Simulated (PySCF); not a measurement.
## V⁺: interval between two levels

V⁺ [Ar] 3d4 [5D4, M_J = 4] → V⁺ [Ar] 3d3 4s1 [5F5, M_J = 5], as a difference of total energies. All numbers are calculated (PySCF 2.14, the two-component X2C-1e Hamiltonian, in x2c-TZVPall-2c). Correlated levels: [Ne] frozen; the 6 highest virtual spinors dropped. "Screened" scales the spin-orbit matrix elements by Boettger's factors to mimic the two-electron term; Breit and QED terms are absent.

```json
{"method": "GHF (spin-free)", "interval between two levels (cm⁻¹)": "-2869.6", "error (cm⁻¹)": "-5693"}
{"method": "GMP2 (spin-free)", "interval between two levels (cm⁻¹)": "1949.5", "error (cm⁻¹)": "-874"}
{"method": "GHF (screened spin-orbit)", "interval between two levels (cm⁻¹)": "-2755.9", "error (cm⁻¹)": "-5579"}
{"method": "GMP2 (screened spin-orbit)", "interval between two levels (cm⁻¹)": "2063.4", "error (cm⁻¹)": "-760"}
```

Reference: 2823.6 cm⁻¹ (measured; NIST Handbook of Basic Atomic Spectroscopic Data (Sansonetti and Martin, J. Phys. Chem. Ref. Data 34, 1559 (2005))).

Errors of the correlated levels include the incompleteness of this basis and the frozen core.

The labels give the starting determinants; with spin-orbit coupling the two ends relaxed to ⟨J²⟩ = 20.01, ⟨L²⟩ = 6.01, ⟨S²⟩ = 6.00 and ⟨J²⟩ = 30.01, ⟨L²⟩ = 12.01, ⟨S²⟩ = 6.00.
